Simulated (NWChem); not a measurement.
Species: C₃H₃BF₂; SMILES FB1CC=C1F

```xyz
9

F     -1.1641     1.7003     0.0062
B     -0.2223     0.7841    -0.0084
C      1.3775     0.8181    -0.0081
C      1.1923    -0.6984     0.0126
C     -0.1579    -0.7629    -0.0048
F     -0.9538    -1.8138    -0.0023
H      1.8769     1.2117    -0.9091
H      1.8759     1.2394     0.8810
H      1.9489    -1.4918     0.0375
```
Atoms are numbered in this order, from 1.

Program: NWChem. Medium grid unless said otherwise, to which SCAN and Minnesota functionals are sensitive. Geometry: optimised at PBE0/def2-SVP. B3LYP is NWChem's, with the RPA form of VWN correlation. Total energies of different functionals are on different scales.

| level | energy (Ha) | highest occupied level (eV) | orbital gap (eV) | dipole (D) |
|---|---|---|---|---|
| B3LYP/def2-SVP | -340.4091 | -7.44 | 5.99 | 1.69 |
| PBE/def2-SVP | -340.0307 | -6.46 | 4.23 | 1.50 |
| BLYP/def2-SVP | -340.3237 | -6.26 | 4.23 | 1.46 |
| KT2/def2-SVP | -345.5286 | -6.50 | 4.31 | 1.58 |
| MN15/def2-SVP | -340.0535 | -8.37 | 7.67 | 1.74 |
| N12/def2-SVP | -340.3784 | -6.39 | 4.34 | 1.71 |
| B97-D/def2-SVP | -340.2071 | -6.43 | 4.36 | 1.55 |
| PBE0/def2-SVP | -340.0471 | -7.73 | 6.44 | 1.76 |
| MN15-L/def2-SVP | -340.0776 | -6.86 | 5.01 | 1.70 |
| LDA (Slater exchange, PW92)/def2-SVP | -337.7948 | -6.61 | 4.13 | 1.62 |
| Hartree-Fock/def2-SVP | -338.6529 | -10.40 | 12.94 | 2.23 |
